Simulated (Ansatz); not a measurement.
Cost and result for the atomization energy of CH4ClISi (`Cl[SiH2]CI`) (8 atoms, 7 bonds).

```xyz
8

Cl   -1.863    1.433    0.586
Si   -0.081    0.446    0.815
C     0.405   -0.363   -0.795
I    -0.980   -1.899   -1.333
H    -0.230   -0.569    1.880
H     0.945    1.453    1.186
H     1.381   -0.843   -0.715
H     0.423    0.343   -1.624
```

The species carries charge 0 and has multiplicity 1. Correlated methods include outer-core shells of I, which these sets cover unevenly. I takes the def2 core potential. The structure was optimised at the PBE0-D4/def2-TZVP level. It is one conformer, not always the lowest. Program: Ansatz. All runs use 4 threads of an Intel Xeon Platinum 8488C on a shared host. Times are those of one run each, without the atoms' runs, and a repeat can differ threefold. Electronic energies, without spin–orbit coupling; frozen cores. CCSD(T)/CBS adds CCSD(T) − MP2 in def2-TZVPP to the MP2 limit, and its time is that of the two runs behind it. T1 = 0.009. With those shells the extrapolation isn't a true limit. B3LYP takes the VWN-RPA correlation (the form of Gaussian; ORCA's B3LYP/G).

CCSD(T)/CBS is a level of theory with its own doubt, some kJ/mol a heavy atom from the limit and from the frozen cores, so smaller differences don't rank the functionals.

| level | functions | wall time | atomization (kJ/mol) | difference from CCSD(T)/CBS | per bond |
| --- | --- | --- | --- | --- | --- |
| PBE-D4/def2-TZVPP (with forces) | 221 | 1.6 s | 2526.8 | 4.7 | 0.7 |
| PBE0-D4/def2-TZVPP | 221 | 2.1 s | 2504.5 | -17.6 | -2.5 |
| r2SCAN-D4/def2-TZVPP (with forces) | 221 | 2.6 s | 2511.9 | -10.2 | -1.5 |
| B3LYP-D4/def2-TZVPP (with forces) | 221 | 3 s | 2489.1 | -33.0 | -4.7 |
| ωB97X-V/def2-TZVPP | 221 | 4.6 s | 2515.2 | -6.9 | -1.0 |
| B2PLYP/def2-TZVPP | 221 | 5.5 s | 2463.7 | -58.4 | -8.3 |
| ωB97M-V/def2-TZVPP (with forces) | 221 | 7 s | 2507.4 | -14.7 | -2.1 |
| MP2/def2-QZVPP | 399 | 11 s | 2529.2 | 7.1 | 1.0 |
| CCSD(T)/def2-TZVPP | 221 | 74 s | 2443.6 | -78.5 | -11.2 |
| CCSD(T)/CBS(def2) | – | 85 s | 2522.1 | 0.0 | 0.0 |

The D4 term adds +37.7 kJ/mol with B3LYP and +19.6 kJ/mol with PBE0; it sums over pairs of atoms, weighted by their polarisabilities, and B3LYP, whose exchange is more repulsive, gets the larger term. From PBE to PBE0 (25 % exact exchange), in def2-TZVPP and without D4, the atomization energy moves by −19.0 kJ/mol: exact exchange takes away binding that semilocal exchange gives to molecules. In def2-TZVPP, CCSD(T) changes the Hartree–Fock value by +585.4 kJ/mol (the triples alone add +39.3 kJ/mol) and MP2 by +624.6 kJ/mol; breaking electron pairs costs correlation energy, which Hartree–Fock lacks.

Spin–orbit coupling would lower the free I atoms strongly, and the atomization energy with them, by more than many differences here.
